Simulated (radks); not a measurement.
Values are calculated unless marked as measured or tabulated.
Q: Coherent X-ray form factor from a spherical all-electron density. Level of theory: Dirac Kohn-Sham, LDA (Slater exchange, Perdew-Wang correlation), spin-unpolarised, spherical densities, finite nucleus; Fermi nuclear charge, rms radius of each element as measured or else 0.836 A^(1/3) + 0.57 fm (a radial shooting solver on a logarithmic mesh with Libxc functionals).

| sin(theta)/lambda (1/angstrom) | f0 (electrons) |
|---|---|
| 0.05 | 77.317 |
| 0.1 | 75.372 |
| 0.15 | 72.440 |
| 0.2 | 68.879 |
| 0.25 | 65.038 |
| 0.3 | 61.192 |
| 0.4 | 54.123 |
| 0.5 | 48.221 |
| 0.6 | 43.366 |
| 0.8 | 35.717 |
| 1 | 29.683 |
| 1.25 | 23.812 |
| 1.5 | 19.682 |
| 2 | 15.140 |

The species is in the configuration that NIST lists as its ground one. Which atom or ion scatters so?

A: The thallium ion Tl3+, [Xe] 4f14 5d10. Extrapolating in s^2 from the first two rows gives f0(0) = 78.0, near the electron count 78; among species with that count, the fall with angle is slower the higher Z, and the table is that of Z = 81; from so few rows the species is fixed only to a neighbour or two.
